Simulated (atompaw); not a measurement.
**Reading a pseudo-wave (N)**

Columns: radius, all-electron u(r) and pseudo u(r) of the 2p shell (level -28.73 eV) of nitrogen in the configuration [He] 2s2 2p1.5; PBE, scalar-relativistic, PAW (atompaw) scheme, atompaw 4.2.0.5.

```
r (bohr)  all-electron  pseudo
   0.071        0.0481  0.0067
   0.142        0.1531  0.0265
   0.213        0.2775  0.0586
   0.285        0.4031  0.1023
   0.356        0.5162  0.1545
   0.427        0.6139  0.2136
   0.498        0.6947  0.2772
   0.569        0.7594  0.3429
   0.640        0.8090  0.4084
   0.712        0.8444  0.4721
   0.783        0.8660  0.5302
   0.854        0.8760  0.5819
   0.925        0.8760  0.6258
   0.996        0.8677  0.6610
   1.067        0.8525  0.6867
   1.138        0.8318  0.7030
   1.210        0.8063  0.7102
   1.281        0.7779  0.7087
   1.352        0.7471  0.6997
   1.423        0.7147  0.6842
   1.494        0.6813  0.6634
   1.565        0.6475  0.6383
   1.637        0.6131  0.6094
   1.708        0.5796  0.5787
   1.779        0.5467  0.5466
   1.850        0.5147  0.5147
```

Q: How many radial nodes do the two functions have?

A: The all-electron 2p function has n − l − 1 = 0; the pseudo-wave has 0.

Q: Is the pseudo-wave norm-conserving?

A: No, it belongs to a PAW set: the norm inside the radius is not constrained, and the difference is carried by the augmentation charge.
